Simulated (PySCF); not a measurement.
## Unknowns

- coordinates at the GFN2-xTB level
- shielding tensors at PBE0/pcSseg-1 (GIAO)
- code: PySCF 2.14.0 with density-fitted response routines
- one conformer, in vacuum, no relativistic terms, one averaged value for each set of equivalent atoms

Chemical shifts δ = σref − σ; 1H and 13C against TMS, all at this level. Splittings of carbon signals by F and P are missing where no couplings were computed. Where no couplings were computed, multiplicities follow the n + 1 count of equivalent neighbours, and m marks all less simple cases (inequivalent or close neighbours, rings, F or P nearby). Shifts are as computed. Against solution values, carbons near 30 ppm lie about +3 ppm off and those near 130 ppm about +5 ppm. Of 1211 compounds with measured shifts, 218 miss one by over three times the rms of a fit or turn the order of signals round; such compounds aren't used in these exercises. OH and NH positions are gas-phase values without hydrogen bonding to other molecules.

**Question.** C7H9O3P. 1H NMR (400 MHz, computed): δ 7.85 (m, 1H), 7.56 (m, 1H), 6.87 (m, 1H), 6.34 (m, 1H), 6.01 (m, 1H), 2.78 (br s, 1H), 2.16 (m, 3H). 13C{1H} NMR (computed): δ 154.2 (CH), 150.5 (C), 148.0 (CH), 132.6 (CH2), 126.6 (C), 118.5 (CH), 20.4 (CH3). What is it?

**Answer.** `C=C(C)[P@@](=O)(O)c1ccoc1`. 7 carbon signals for 7 carbons: no two carbons are equivalent. Carbon types of the structure: 2 × C, 3 × CH, 1 × CH2, 1 × CH3, leaving 1 H on heteroatoms. δC 154.2, 148.0: aromatic CH next to the ring oxygen. δC 150.5: fully substituted alkene carbon; the olefinic region. δC 132.6: terminal =CH2 carbon; an sp2 carbon of a C=C bond. δC 118.5: aromatic CH.

This is the structure that produced the data.

**Question.** C4H11P. 1H NMR (500 MHz, computed): δ 1.30 (m, 9H), -0.23 (m, 2H). 13C{1H} NMR (computed): δ 22.5, -0.1. What is it?

**Answer.** `C=P(C)(C)C`. 2 carbon signals for 4 carbons: some carbons are equivalent by symmetry or fast rotation. Carbon types of the structure: 1 × CH2, 3 × CH3, which accounts for all hydrogens. δC 22.5: methyl carbon bonded to P. δC -0.1: carbon double-bonded to a heavier main-group atom. δH 1.30: hydrogen on a methyl carbon bonded to P. δH -0.23: hydrogen on a carbon double-bonded to a heavier main-group atom.

The data come from this structure; uniqueness wasn't tested.

**Question.** C5H16N2Si2. 1H NMR (300 MHz, computed): δ 4.65 (s, 6H), 2.85 (m, 4H), 1.72 (m, 4H), 1.32 (m, 2H). 13C{1H} NMR (computed): δ 57.7, 31.2, 27.9. Identify the compound.

**Answer.** SMILES C1CN(N([SiH3])[SiH3])CCC1. The formula gives 1 degree of unsaturation (1 ring in the answer). 3 carbon signals for 5 carbons: some carbons are equivalent by symmetry or fast rotation. Carbon types of the structure: 5 × CH2, leaving 6 H on heteroatoms. δC 57.7: sp3 CH2 bonded to N; the inductive effect lowers its shielding. δC 31.2, 27.9: sp3 CH2 in a ring; saturated and bonded to C and H only. δH 2.85: hydrogen on an sp3 CH2 bonded to N; its carbon carries N, an electronegative neighbour. δH 1.72, 1.32: hydrogen on an sp3 CH2 in a ring.

This is the structure that produced the data.
